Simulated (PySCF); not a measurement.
W(O)2(OH)2 (H2O4W), SMILES [O]=[W](=[O])([OH])[OH], multiplicity 1. The structure is a stationary point at r2SCAN-D4/def2-SVP. The multiplicity is an assumed one; other spin states were not compared. The isomer is the one that the SMILES or the coordinates give; other isomers of the formula were not compared. The def2 effective core potentials stand for the cores of W; spin–orbit coupling is left out. One conformer was computed; it need not be the lowest.

Level of theory: r2SCAN-D4/def2-SVP in PySCF.

Harmonic wavenumbers (cm⁻¹): 156, 191, 198, 226, 249, 262, 358, 539, 543, 738, 747, 993, 1025, 3867, 3871. Rotational constants (GHz): 3.791, 3.351, 3.161; symmetry number 2.

Task: Work out the zero-point energy and the ideal-gas rigid-rotor harmonic-oscillator thermochemistry at 298.15 K and 1 atm.

Result: ZPE = ½ Σ hcν = ½ × 13964 cm⁻¹ = 19.96 kcal/mol. H − E(el) = 25.00 kcal/mol. Entropy in cal/(mol K): translation 42.45, rotation 25.11, vibration 15.21, total 82.77. G − E(el) = 0.33 kcal/mol. Cp = 24.96 cal/(mol K).
